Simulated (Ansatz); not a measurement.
An input meant for the cluster VSe2 (charge 0, doublet; atoms displaced at random, 0.15 Å in each coordinate).

```yaml
crystal:
  periodic: [false, false, false]
  atoms:
    - {symbol: D, position_ang: [0.335737, 0.542239, 0.420371]}
    - {symbol: Se, position_ang: [1.657137, -0.464527, -0.993282]}
    - {symbol: Se, position_ang: [-1.893737, -0.059955, 0.345113]}
basis:
  gaussian: {orbitals: "6-31G*"}
magnetization: {spin_polarized: true, initial_magnetization: 1}
hamiltonian: {xc: {name: B2GP-PLYP}}
output: {forces: true}
```

```sh
$ ansatz run in.yaml --threads 2 --pin off --events-out ev --progress --plain --max-ram 4352MiB
```

Task: Predict how Ansatz answers.

Result: The input was rejected before any iteration. An element symbol is wrong.
```
Error: YAML parse error: error: line 4 column 16: `D` is not an element symbol (H … Og, case-exact)
 --> <input>:4:16
2 |   periodic: [false, false, false]
3 |   atoms:
4 |     - {symbol: D, position_ang: [0.335737, 0.542239, 0.420371]}
5 |     - {symbol: Se, position_ang: [1.657137, -0.464527, -0.993282]}
6 |     - {symbol: Se, position_ang: [-1.893737, -0.059955, 0.345113]}
```
